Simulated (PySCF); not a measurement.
HI3OSi, SMILES O[Si](I)(I)I.

The structure is a stationary point at PBE-D3(BJ)/def2-SVP. The def2 effective core potentials stand for the cores of I; spin–orbit coupling is left out. One conformer was computed; it need not be the lowest.

The numbers are results of PBE-D3(BJ)/def2-SVP run with PySCF 2.14.0, not measurements.

Frequencies are harmonic and unscaled.

```json
[
 {"mode": "1", "ν (cm⁻¹)": "62", "IR (km/mol)": "3.6", "Raman (Å⁴/amu)": "3.4", "depolarisation": "0.75", "moving atoms (share of kinetic energy)": "I 82 %"},
 {"mode": "2", "ν (cm⁻¹)": "71", "IR (km/mol)": "0.1", "Raman (Å⁴/amu)": "3.8", "depolarisation": "0.75", "moving atoms (share of kinetic energy)": "I 91 %"},
 {"mode": "3", "ν (cm⁻¹)": "112", "IR (km/mol)": "0.3", "Raman (Å⁴/amu)": "7.5", "depolarisation": "0.28", "moving atoms (share of kinetic energy)": "I 78 %, Si 14 %"},
 {"mode": "4", "ν (cm⁻¹)": "142", "IR (km/mol)": "28.3", "Raman (Å⁴/amu)": "4.1", "depolarisation": "0.75", "moving atoms (share of kinetic energy)": "H 61 %, I 20 %, O 18 %"},
 {"mode": "5", "ν (cm⁻¹)": "189", "IR (km/mol)": "4.9", "Raman (Å⁴/amu)": "3.1", "depolarisation": "0.70", "moving atoms (share of kinetic energy)": "O 71 %, I 19 %, H 10 %"},
 {"mode": "6", "ν (cm⁻¹)": "222", "IR (km/mol)": "48.8", "Raman (Å⁴/amu)": "0.5", "depolarisation": "0.75", "moving atoms (share of kinetic energy)": "O 59 %, H 30 %, I 9 %"},
 {"mode": "7", "ν (cm⁻¹)": "241", "IR (km/mol)": "3.3", "Raman (Å⁴/amu)": "10.9", "depolarisation": "0.00", "moving atoms (share of kinetic energy)": "Si 40 %, I 33 %, O 26 %"},
 {"mode": "8", "ν (cm⁻¹)": "409", "IR (km/mol)": "200.8", "Raman (Å⁴/amu)": "0.8", "depolarisation": "0.75", "moving atoms (share of kinetic energy)": "Si 87 %, I 8 %"},
 {"mode": "9", "ν (cm⁻¹)": "416", "IR (km/mol)": "145.1", "Raman (Å⁴/amu)": "1.2", "depolarisation": "0.67", "moving atoms (share of kinetic energy)": "Si 85 %, I 9 %"},
 {"mode": "10", "ν (cm⁻¹)": "788", "IR (km/mol)": "269.6", "Raman (Å⁴/amu)": "2.6", "depolarisation": "0.15", "moving atoms (share of kinetic energy)": "H 61 %, O 30 %, Si 9 %"},
 {"mode": "11", "ν (cm⁻¹)": "894", "IR (km/mol)": "27.2", "Raman (Å⁴/amu)": "6.6", "depolarisation": "0.25", "moving atoms (share of kinetic energy)": "O 39 %, Si 35 %, H 26 %"},
 {"mode": "12", "ν (cm⁻¹)": "3720", "IR (km/mol)": "106.8", "Raman (Å⁴/amu)": "149.3", "depolarisation": "0.30", "moving atoms (share of kinetic energy)": "H 94 %"}
]
```
